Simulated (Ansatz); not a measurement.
Basis-set extrapolation for C2H5AlClN, SMILES `[CH3][AlH][C](=N)Cl` (PBE0-D4/def2-TZVP geometry, frozen core, Ansatz 0.2.0). Multiplicity 1, RHF reference.

```tsv
	def2-TZVPP	def2-QZVPP
HF	-834.567044	-834.593089
MP2 correlation	-0.802390	-0.863290
CCSD(T) correlation	-0.886676	not run
```

Energies in hartree. Use E(X) = E(∞) + A·exp(−7.88·√X) for Hartree–Fock and E(X) = E(∞) + B·X^(−2.97) for correlation, with X = 3 and 4, and add CCSD(T) minus MP2 of the smaller set to the MP2 limit.

Problem. What is the CCSD(T) energy at the basis-set limit?

Solution. HF limit: -834.593089 + (-0.026045) × 0.13774 = -834.59668. MP2 limit: -0.863290 + (-0.060900) × 0.74074 = -0.90840. Higher-order term: -0.886676 − (-0.802390) = -0.08429. Total: -835.58937 hartree, 356.1 kJ/mol below CCSD(T)/def2-TZVPP.
